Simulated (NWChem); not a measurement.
Species: sulfur difluoride (SF2); SMILES FSF

```xyz
3

F      1.2569     0.0000    -0.4979
S      0.0000     0.0000     0.5520
F     -1.2569     0.0000    -0.4979
```
Atoms are numbered in this order, from 1.

Structure relaxed at the PBE-D3(BJ)/def2-SVP level.

**Question.** Give the principal values of the shielding tensors (ppm) of F1, S2 from PBE/cc-pVDZ, GIAO (NWChem), with their diamagnetic and paramagnetic parts as GIAO splits them.

**Answer.** 
| atom | σ11 | σ22 | σ33 | isotropic | diamagnetic | paramagnetic |
|---|---|---|---|---|---|---|
| F1 | -30.4 | 37.0 | 953.1 | 319.9 | 469.7 | -149.8 |
| S2 | -1604.6 | -809.6 | -139.6 | -851.3 | 1049.8 | -1901.1 |
